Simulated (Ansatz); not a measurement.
`C[SiH2]B(N)Cl` → `N[B]Cl`• + `C[SiH2]`• at 298.15 K and 1 bar (homolysis of the B–Si bond).

Computed with Ansatz on PBE0-D4/def2-TZVP structures; ΔE is electronic, products minus reactants. CCSD(T)/CBS is the MP2 limit (def2-TZVPP, def2-QZVPP) plus CCSD(T) − MP2 in def2-TZVPP, frozen cores. No spin–orbit coupling; open shells (•) take unrestricted orbitals. One conformer a species, not always the lowest.

```csv
species,CCSD(T)/CBS energy (Eh),H − E (kJ/mol),S (J/(mol·K))
`C[SiH2]B(N)Cl`,-870.71707,251.1,367.1
`N[B]Cl`•,-540.48772,92.4,271.5
`C[SiH2]`•,-330.08288,147.8,268.0
```

H − E and S are ideal-gas, rigid-rotor, harmonic terms from PBE0-D4/def2-TZVP, for one conformer and one mirror image of each species, with the whole ground term of open shells counted as degenerate. 1 Eh = 2625.50 kJ/mol, R = 8.31446 J/(mol·K).

Q: By hand: ΔE, ΔH, ΔS and ΔG.

A: ΔE = (-540.48772) + (-330.08288) − (-870.71707) = 0.14647 Eh = 384.6 kJ/mol. Δ(H − E) = 92.4 + 147.8 − 251.1 = -10.9, so ΔH = 373.7 kJ/mol. ΔS = 271.5 + 268.0 − 367.1 = 172.4 J/(mol·K). ΔG = 373.7 − 298.15 × (172.4)/1000 = 322.3 kJ/mol.

Q: By hand: the equilibrium constant, and the temperature at which ΔG would vanish if ΔH and ΔS stayed fixed.

A: log₁₀ K = −ΔG/(RT ln 10) = -56.5. ΔG = 0 at ΔH/ΔS = 2168 K.

The number of gas molecules changes by +1, which sets the sign of ΔS. A doubt of 5 kJ/mol in ΔE shifts log₁₀ K by 0.9 here. Other conformers and mirror images would add mixing entropy, several J/(mol·K) or more a flexible species. Modes under 60 cm⁻¹, often nearly free rotors, make the harmonic entropy too high. These are equilibria of isolated gas molecules and say nothing of rates. Largest T1 diagnostic: 0.014 (customary marks: 0.02 for closed shells, 0.045 for open ones).
